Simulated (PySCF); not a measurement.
CH5F3Si2, SMILES C[SiH2][Si](F)(F)F at its GFN2-xTB optimised geometry (Å):

```
11

C      1.2870     0.8116     1.2325
Si     0.6396    -0.4780     0.0000
Si    -1.6422    -0.4780     0.0000
F     -2.3647    -1.2021     1.2224
F     -2.3287    -1.1928    -1.2468
F     -2.3729     0.9393     0.0000
H      0.9380     1.8110     0.9838
H      2.3729     0.8362     1.2381
H      0.9589     0.5946     2.2465
H      1.1403    -0.1695    -1.3483
H      1.1401    -1.8110     0.3691
```

Method: B3LYP/def2-TZVP (PySCF). Cells within 0.4 Å of a nucleus heavier than hydrogen are left out (blank, or x).

Map of the LUMO amplitude (bohr^(-3/2)) on the plane z = 1.5 Å; orbital energy -1.02 eV, overall sign arbitrary:

```
|4444444444444444444444444444444|
|4444444444444444444444444444444|
|4444444444444444444444444444444|
|4444444444444444444444444444444|
|4444444444444433333333444444444|
|4444444444444333333333334444444|
|4444444444433333333333333344444|
|4444444444333333333333333333444|
|4444444433333333333333333333344|
|4444444433332233344443333333334|
|4444444333222223345543322233334|
|4444443332222223456543322223334|
|4444443332111123468xx4311223333|
|4444443322100112479x76422223333|
|4444443321000012468986432223334|
|4444444321000001356775433333334|
|4444444432100001234554433333334|
|4444455654211111233444333333344|
|4444456985322112222333333333344|
|4444445xx5433222222222333333444|
|4444432345443333322222333334444|
|4444333334444433332222333334444|
|4444433344444444333223333344444|
|4444444444444444433333333444444|
|4444444444444444443333334444444|
|4444444444444444444333444444444|
|4444444444444444444444444444444|
|4444444444444444444444444444444|
|4444444444444444444444444444444|
|4444444444444444444444444444444|
|4444444444444444444444444444444|
```
Scale: ten equal steps from -0.068 (start of '0') to 0.079 (end of '9'), in the order '0123456789'; x runs from -4.50 to 4.50, y from -4.50 (bottom) to 4.50 (top).
